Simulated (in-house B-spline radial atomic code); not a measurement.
A fraction x of an electron is added to 4d in Zr, starting from [Kr] 4d2 5s2 and keeping the highest spin. Computed with a radial B-spline atomic code at the basis-set limit: scalar-relativistic (X2C) PBE, spin-polarised, spherical fractional occupations, Fermi nucleus of rms radius 4.2694 fm.

```csv
x,E(x) - E(0) (eV),4d up level (eV)
0,0.0000,-4.063
0.1,-0.3702,-3.346
0.2,-0.6701,-2.656
0.3,?,?
0.4,?,?
0.5,-1.1754,-0.759
0.6,-1.2226,-0.193
```

Task: What belongs in the row x = 0.3?

Result: An energy change of -0.9023 eV; 4d up at -1.993 eV.

Task: What belongs in the row x = 0.4?

Result: An energy change of -1.0697 eV; 4d up at -1.360 eV.

Task: Check Janak's theorem between x = 0.1 and 0.2.

Result: The slope of the energy is -3.00 eV; the orbital levels give -3.00 eV (ε of the filling orbital, averaged over the two points).

Task: Up to what added charge does this functional bind the extra electron?

Result: The highest level rises by about 5.7 eV per electron near x = 0.6 and would reach zero near x = 0.63, so a whole extra electron isn't bound at the basis-set limit.
